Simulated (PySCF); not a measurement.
**PbH₄, singlet: structure and spectrum**

Computed with PBE0 in PySCF with Pb x2c-TZVPall, H x2c-TZVPall; spin-free X2C, no spin–orbit coupling; density-fitted integrals.

The structure is a minimum.

```xyz
5
charge 0 multiplicity 1, angstrom
Pb    0.0000    0.0000    0.0000
H     1.0081    1.0081   -1.0081
H    -1.0081   -1.0081   -1.0081
H     1.0081   -1.0081    1.0081
H    -1.0081    1.0081    1.0081
```

| Quantity | Value |
| --- | --- |
| Point group | Td |
| Bond lengths | Pb–H 1.746 Å (×4) |
| Bond angles | H–Pb–H 109.5° (×6) |
| Enthalpy at 298.15 K above 0 K | 11.72 kJ/mol |
| Rotational symmetry number | 12 |
| Dipole moment | 0.00 D |
| Rotational constants | 2.057, 2.057, 2.057 cm⁻¹ |
| Entropy at 298.15 K and 1 bar | 237.7 J/(mol K) |
| Lowest empty level | -0.35 eV |
| Highest occupied level | -8.93 eV |
| Principal polarisabilities | 46.2, 46.2, 46.2 bohr³ |
| Principal quadrupole moments (Buckingham, traceless) about the centre of mass | 0.00, 0.00, 0.00 D Å |
| Zero-point energy | 64.8 kJ/mol |
| Heat capacity Cp at 298.15 K | 53.1 J/(mol K) |

Harmonic modes (masses in u: Pb 207.977, H 1.008):
| symmetry | ω (cm⁻¹) | IR (km/mol, summed over degenerate members) | μ (u) |
| --- | --- | --- | --- |
| t2 | 616 | 392 | 1.02 |
| e | 697 | 0.0 | 1.01 |
| a1 | 1883 | 0.0 | 1.01 |
| t2 | 1903 | 657 | 1.01 |

In Td the vibrations span 2t2 + e + a1. The a1, e modes carry no infrared intensity, as symmetry demands.

Charges (e):
```json
{"atom": "Pb1", "Mulliken": "0.16", "Löwdin": "0.37", "polar tensor": "1.11", "Mayer order to Pb1": "–"}
{"atom": "H2,3,4,5", "Mulliken": "-0.04", "Löwdin": "-0.09", "polar tensor": "-0.28", "Mayer order to Pb1": "0.92"}
```

Mulliken populations on Pb1: s 11.48, p 26.29, d 30.05, f 14.02.

Counting electrons, lead keeps none of its valence electrons outside its bonds, so the VSEPR class is AX4 and the expected shape is tetrahedral (Td), as computed.

No spin–orbit coupling is included, which matters more the heavier the element.

The final relaxation and frequency run took 49 s on 2 threads of a shared Arm Neoverse V1 host, with 107 basis functions and 6 gradients; the process peaked at 1.4 GiB.
